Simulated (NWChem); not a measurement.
System meant: CH3ClZn; SMILES [CH3][Zn][Cl]

Input file for NWChem:

```
start job
memory heap 200 mb stack 900 mb global 1100 mb
geometry units angstroms noautoz
  Zn     0.001097     0.348203    -0.000028
  Cl     0.000296    -1.769563     0.000028
  C      0.001356     2.278604    -0.000009
  H     -0.639185     2.669219     0.805612
  H     -0.376306     2.669294    -0.957411
  H      1.019264     2.669306     0.151809
end
basis spherical
  * library def2-svp
end
dft
  xc b3lyp
  iterations 150
end
tddft
  cis
  nroots 4
  notriplet
end
task tddft energy
```

End of the output:

```
 Vector   31  Occ=0.000000D+00  E= 4.225270D-02  Symmetry=e+
              MO Center=  1.0D-02,  2.2D-03,  3.3D-01, r^2= 2.7D+00
   Bfn.  Coefficient  Atom+Function         Bfn.  Coefficient  Atom+Function
  ----- ------------  ---------------      ----- ------------  ---------------
    13     -0.740466  1 Zn py                12      0.695177  1 Zn px
    10      0.197729  1 Zn py                 9     -0.185635  1 Zn px
    65     -0.158243  4 H  s                 43      0.150005  2 Cl py
    64     -0.149435  4 H  s                 42     -0.140830  2 Cl px
    75      0.128407  6 H  s                 74      0.121259  6 H  s

 center of mass
 --------------
 x =   0.00000000 y =   0.00000000 z =  -0.13870155

 moments of inertia (a.u.)
 ------------------
         723.296742439710          -0.000000000000           0.000000000000
          -0.000000000000         723.296742439710           0.000000000000
           0.000000000000           0.000000000000          11.436748536219

     Multipole analysis of the density
     ---------------------------------

     L   x y z        total         alpha         beta         nuclear
     -   - - -        -----         -----         ----         -------
     0   0 0 0     -0.000000    -28.000000    -28.000000     56.000000

     1   1 0 0     -0.000000     -0.000000     -0.000000      0.000000
     1   0 1 0      0.000000      0.000000      0.000000      0.000000
     1   0 0 1      0.948859      0.474429      0.474429      0.000000

     2   2 0 0    -23.926503    -14.800239    -14.800239      5.673975
     2   1 1 0     -0.000000     -0.000000     -0.000000      0.000000
     2   1 0 1      0.000000      0.000000      0.000000      0.000000
     2   0 2 0    -23.926503    -14.800239    -14.800239      5.673975
     2   0 1 1     -0.000000     -0.000000     -0.000000      0.000000
     2   0 0 2    -29.403006   -209.901439   -209.901439    390.399872

 ------------------------------------------------------------------------
 tddft_init: non-Abelian symmetry not permitted                   0
 ------------------------------------------------------------------------
 ------------------------------------------------------------------------
  current input line :
    23: task tddft energy
 ------------------------------------------------------------------------
 ------------------------------------------------------------------------
 There is an error related to the specified geometry
 ------------------------------------------------------------------------
 For more information see the NWChem manual at https://nwchemgit.github.io

0:tddft_init: non-Abelian symmetry not permitted:Received an Error in Communication
```

Question: Can this run be used? If not, why, and what is the fix?

Answer: The run crashed. Cause: the TDDFT module takes Abelian point groups alone, and the geometry was found to have a non-Abelian one. This input runs:
```
start job
memory heap 200 mb stack 900 mb global 1100 mb
geometry units angstroms noautosym nocenter noautoz
  Zn     0.001097     0.348203    -0.000028
  Cl     0.000296    -1.769563     0.000028
  C      0.001356     2.278604    -0.000009
  H     -0.639185     2.669219     0.805612
  H     -0.376306     2.669294    -0.957411
  H      1.019264     2.669306     0.151809
end
basis spherical
  * library def2-svp
end
dft
  xc b3lyp
  iterations 150
end
tddft
  cis
  nroots 4
  notriplet
end
task tddft energy
```
It converges to -2279.19250 Ha (B3LYP/def2-SVP, TDA).
